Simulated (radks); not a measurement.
The numbers below are computed, except where a source is named.
Task: Excited configurations of Gd II: one electron is placed in a higher orbital outside [Xe] 4f7 5d1. The ground configuration is [Xe] 4f7 5d1 6s1. Code: a radial shooting solver on a logarithmic mesh with Libxc functionals. Model: scalar-relativistic Kohn-Sham, r2SCAN, spin-polarised, spherical densities, finite nucleus; open shells are filled with parallel spins first (spin-orbit coupling, left out, can overturn this in heavy ions); meta-GGA in the generalised Kohn-Sham scheme; Fermi nuclear charge, rms radius 5.1569 fm. Excitation = E - E(ground); binding = E(ion) - E, where the ion is the core of charge +2; n* = 2/sqrt(2 binding) in atomic units, and the quantum defect is n - n*.

outer orbital  excitation (eV)  binding (eV)     n*  quantum defect  eigenvalue (eV)  <r> (bohr)
5f                       8.920         3.503  3.942           1.058           -2.448       8.544
6p                       3.798         8.625  2.512           3.488           -6.697       4.557
6d                       7.578         4.844  3.352           2.648           -3.612       7.232
7s                       6.800         5.622  3.111           3.889           -4.513       7.550
7p                       7.995         4.428  3.506           3.494           -3.528       9.165
7d                       9.500         2.922  4.316           2.684           -2.277       12.98
7f                      10.764         1.659  5.728           1.272           -1.295       22.52

Estimate the row for 6f.

Result: excitation (eV) 10.077; binding (eV) 2.345; n* 4.817; quantum defect 1.183; eigenvalue (eV) -1.771; <r> (bohr) 14.78. The Delta-SCF ionisation energy is 12.422 eV (NIST Atomic Spectra Database: 12.08 eV, semi-empirical). Self-interaction in the functional shifts the binding energies and quantum defects, so they are the method's values and not measured ones. Open shells are spherical and high-spin; term and fine-structure splittings are not resolved. Spin-orbit splitting is averaged out at the scalar-relativistic level.
